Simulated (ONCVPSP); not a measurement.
## Pd: ONCV pseudisation with LDA (Perdew-Zunger), scalar-relativistic reference atom.

- Element: palladium
- Generator: ONCVPSP 4.0.1
- Type: optimised norm-conserving Vanderbilt (ONCV)
- Functional: LDA (Perdew-Zunger)
- Relativity: scalar-relativistic
- Frozen core: [Ar] 3d10
- Valence charge: 18
- Reference configuration: 4s2 4p6 4d9.5 (charge +0.5)
- Partial waves: 4s: rc 0.95 bohr, ncon 4, nbas 7, qcut 4.6 1/bohr, 2 projectors, debl 4 Ha; 4p: rc 1.70 bohr, ncon 3, nbas 8, qcut 8.4 1/bohr, 2 projectors, debl 2.6 Ha; 4d: rc 1.95 bohr, ncon 3, nbas 7, qcut 5.5 1/bohr, 2 projectors, debl 1.9 Ha
- Local potential: polynomial inside 0.65 bohr (lpopt 5, dvloc0 6 Ha)
- Core correction: Teter function fitted to the true core (icmod 2), fcfact 0.25

All-electron outer shells of the reference configuration (LDA (Perdew-Zunger), scalar-relativistic, ld1.x):

| shell | level (eV) | outermost node (bohr) | outermost maximum (bohr) |
| --- | --- | --- | --- |
| 4s | -90.75 | 0.45 | 0.85 |
| 4p | -56.65 | 0.46 | 0.91 |
| 4d | -9.28 | 0.45 | 1.10 |

Q: Does the generator finish with these settings?

A: Yes, a potential is produced and its reference levels are reproduced.

Q: Estimate the cutoffs (Ha) at which the residual kinetic energy of the hardest occupied pseudo-wave falls to 1 and 0.1 mHa per electron.

A: 134 Ha and 172 Ha.

Q: Does the potential have ghost states?

A: No bound ghost flagged; GHOST(+) flagged for s at 43.1 eV, p at 222.2 eV, d at 531.6 eV.

Q: Which valence shell sets the plane-wave cutoff?

A: 4s: 134 Ha for 1 mHa per electron, against 20 Ha for 4d.

Q: Tests: 4s2 4p6 4d10; 4s2 4p6 4d9; 4s2 4p6 4d8; 4s1 4p6 4d10. Which has the largest error in its energy relative to the reference configuration, and how large is it?

A: 4s1 4p6 4d10, with -340 meV (all-electron minus pseudo) on +88.32 eV.
